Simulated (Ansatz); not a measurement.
# Ligand exchange: GaH2(CH3) + Mg(NH2)2 → GaH(CH3)(NH2) + MgH(NH2)

Species: GaH2(CH3), singlet; Mg(NH2)2, singlet; GaH(CH3)(NH2), singlet; MgH(NH2), singlet. The partners trade H for NH2: Ga–H and Mg–NH2 bonds give way to Ga–NH2 and Mg–H.

Shapes, held fixed at every level: PBE0-D4/def2-TZVP. Programs: Ansatz 0.2.0. Electronic energies: no zero-point or thermal term.

| level | kind | ΔE (kJ/mol) | less CCSD(T)/def2-TZVPP |
| --- | --- | --- | --- |
| SPW92/def2-TZVPP | LDA | -11.7 | -7.8 |
| PBE-D4/def2-TZVPP | GGA | -4.9 | -1.0 |
| BHLYP-D4/def2-TZVPP | global hybrid | -2.5 | +1.4 |
| PBE0-D4/def2-TZVPP | global hybrid | -3.7 | +0.2 |
| B2PLYP/def2-TZVPP | double hybrid | -0.3 | +3.6 |
| MP2/def2-TZVPP | perturbation theory | -0.8 | +3.1 |
| CCSD(T)/def2-SVP | coupled cluster or CI | -5.8 | -1.9 |
| CCSD(T)/def2-TZVPP | coupled cluster or CI | -3.9 | 0.0 |

The highest level, CCSD(T)/def2-TZVPP, gives ΔE = -3.9 kJ/mol; the levels span -11.7 to -0.3. That is about zero within the method's error. The column of differences is taken from that level and isn't an error. No measured value is set beside it here. Relativity is left out for Ga. Outer-core shells of Ga, Mg are correlated in most correlated rows, in sets that cover them unevenly.
